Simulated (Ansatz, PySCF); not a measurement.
1,1-difluoro-1-methoxyethane (C3H6F2O), SMILES COC(C)(F)F. Atoms are numbered in the order given.

```xyz
12

C      1.6920    -0.9885     0.2035
O      0.9157     0.1296     0.5556
C     -0.3161     0.2352    -0.0132
C     -1.3014    -0.8515     0.3397
F     -0.7920     1.4262     0.3821
F     -0.1903     0.2953    -1.3698
H      1.2955    -1.9229     0.6382
H      1.7656    -1.0996    -0.8901
H      2.6957    -0.8152     0.6109
H     -2.2727    -0.6159    -0.1135
H     -1.4113    -0.9039     1.4306
H     -0.9650    -1.8241    -0.0414
```
Charge 0, spin multiplicity 1.

The structure is a stationary point at PBE0-D3(BJ)/def2-SVP. The values are those of a single conformer.

Two levels are set side by side: PBE-D3(BJ)/def2-SVP (Ansatz, a program for electronic structure) and PBE0-D3(BJ)/def2-SVP (Ansatz). Each level has its own optimised geometry; the coordinates shown are those of the second. Frequencies come from the Hessian of PySCF at each geometry. Differences are taken from unrounded values.

```csv
quantity,PBE0-D3(BJ),PBE-D3(BJ),PBE-D3(BJ) minus PBE0-D3(BJ)
mean bond length (Å),1.234,1.246,0.012
bond C1–O2 (Å),1.406,1.421,0.015
bond O2–C3 (Å),1.361,1.376,0.015
bond C3–C4 (Å),1.509,1.518,0.010
bond C3–F5 (Å),1.342,1.359,0.017
bond C3–F6 (Å),1.364,1.385,0.022
bond C1–H7 (Å),1.104,1.114,0.009
bond C1–H8 (Å),1.102,1.111,0.009
bond C1–H9 (Å),1.097,1.106,0.009
bond C4–H10 (Å),1.097,1.105,0.008
bond C4–H11 (Å),1.098,1.106,0.008
bond C4–H12 (Å),1.098,1.106,0.008
highest harmonic wavenumber (cm⁻¹),3203,3111,-92
mean harmonic wavenumber (cm⁻¹),1366,1315,-51
zero-point energy (kcal/mol),58.57,56.38,-2.20
```

GGA bonds tend to be longer and softer than those of functionals with exact exchange. Differences between two approximate levels are no errors against the true value.
